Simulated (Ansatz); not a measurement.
AsH (SMILES [AsH]): geometry of the low-spin state from B3LYP-D3(BJ)/def2-TZVP.
(charge 0, multiplicity 1):
```xyz
2

As     0.00000     0.00000    -0.04515
H      0.00000     0.00000     1.48997
```
The high-spin state stands at its own minimum; R- takes a restricted low-spin state.

The values were computed with Ansatz (an electronic-structure program). Each number belongs to the level named beside it.

The gap E(multiplicity 1) − E(multiplicity 3) (kcal/mol) and the share of exact exchange:

```tsv
functional	exact exchange (%)	value
R-PBE/def2-TZVPP	0	32.29
R-PBE0/def2-TZVPP	25	33.90
R-B3LYP/def2-TZVPP	20	29.79
R-BHLYP/def2-TZVPP	50	31.60
R-r2SCAN/def2-TZVPP	0	37.57
```

### Question
Take the value as linear in the share of exact exchange along PBE and PBE0. Give the slope, say whether the sign turns, and set the other functionals against that line.

### Answer

Slope: (33.90 − (32.29))/2.5 = 0.64 kcal/mol for each 10 %. The line keeps its sign from 0 to 100 %. At 50 % it gives 35.5 kcal/mol. From B3LYP to BHLYP the slope is (31.60 − (29.79))/3 = 0.60 for each 10 %. BHLYP, at 50 %, lies -3.9 from the PBE line. B3LYP, at 20 %, lies -3.8 from the PBE line. r2SCAN, with none, stands 5.3 from PBE.

Doubts at one or more of the structures used: a restricted determinant that unrestricted orbitals would lower (R-PBE/def2-TZVPP, R-PBE0/def2-TZVPP, R-B3LYP/def2-TZVPP, R-BHLYP/def2-TZVPP, R-r2SCAN/def2-TZVPP).
